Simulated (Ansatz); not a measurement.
Stepwise reaction of `[NH2][SnH2][F]` with hydrogen chloride, as a gas-phase model of exchange steps in deposition or etching. ΔE in kJ/mol.

Gas-phase electronic energies from Ansatz, PBE0-D4/def2-TZVP geometries. CCSD(T)/CBS is the MP2 limit (def2-TZVPP, def2-QZVPP) plus CCSD(T) − MP2 in def2-TZVPP, frozen cores. This one scheme is used for every species. DFT in def2-TZVPP. B3LYP here is the variant with VWN-RPA as its local correlation; programs differ in this. def2 core potentials past Kr. For Sn outer-core shells are correlated without core-valence functions, which leaves a few kJ/mol of doubt a bond. One conformer a species, not always the lowest.

| step | reaction | PBE-D4 | B3LYP-D4 | ωB97M-V | CCSD(T)/CBS |
| --- | --- | --- | --- | --- | --- |
| 1 | `[NH2][SnH2][F]` + HCl → `[NH2][SnH]([F])[Cl]` + H₂ | -73.7 | -74.3 | -71.9 | -76.2 |
| 2 | `[NH2][SnH]([F])[Cl]` + HCl → `[NH2][Sn]([F])([Cl])[Cl]` + H₂ | -62.5 | -62.8 | -59.5 | -64.2 |

(1) By hand: ΔE of the 2 steps together at CCSD(T)/CBS.

Results:

(1) (-76.2) + (-64.2) = -140.4 kJ/mol, or -70.2 kJ/mol a step.

In ΔE each step is higher than the one before. All are downhill at CCSD(T)/CBS. PBE-D4 differs from CCSD(T)/CBS by 1.7 to 2.5 kJ/mol a step. Isolated molecules leave out the surface, adducts and barriers. Largest T1 diagnostic: 0.013.
